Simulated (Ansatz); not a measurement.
The same path of CH7NO2Si2 (13 atoms, charge 0, multiplicity 1) was run twice with different band settings. The coordinate that changes most is the dihedral H8–N1–Si2–Si3.

Theory: Ansatz, RKS r2SCAN-D4/6-31G.

Relaxed end points:

```xyz
13
Properties=species:S:1:pos:R:3
N -1.422 -1.301 0.681
Si -0.278 -0.159 0.063
Si 1.905 -0.736 0.729
O -0.521 0.320 -1.654
C -0.767 1.719 -1.238
O -0.723 1.576 0.233
H -2.414 -1.217 0.502
H -1.168 -2.101 1.243
H 2.870 0.181 0.041
H 2.209 -2.159 0.352
H 2.045 -0.586 2.217
H 0.037 2.373 -1.587
H -1.752 2.056 -1.569
```

```xyz
13
Properties=species:S:1:pos:R:3
N -1.432 -1.228 0.785
Si -0.279 -0.144 0.082
Si 1.906 -0.744 0.721
O -0.524 0.252 -1.656
C -0.760 1.670 -1.309
O -0.711 1.600 0.168
H -1.180 -2.009 1.373
H -2.427 -1.126 0.632
H 2.865 0.211 0.080
H 2.212 -2.143 0.267
H 2.050 -0.673 2.215
H 0.046 2.302 -1.693
H -1.744 1.998 -1.651
```

Common settings: movable images 7; climbing image yes; spring 5.0 eV/Å²; optimiser quadratic models (default); start path IDPP; force threshold 0.05 eV/Å; end points relaxed.

| run | iteration limit |
| --- | --- |
| 1 | 20 |
| 2 | 10 |

Problem. What does each run give, and how far can it be trusted?

Solution. Run 1: converged after 6 iterations, highest image 0.349 eV above the first end. A vibrational analysis at the climbing image gives one clearly imaginary mode, 383i cm⁻¹: a first-order saddle point.
Run 2: converged after 6 iterations, highest image 0.349 eV above the first end. Another band between the same ends (7 images) ends at a top of the same energy, where a vibrational analysis finds 1 clearly imaginary mode.
Limits of this set-up: no polarisation functions.
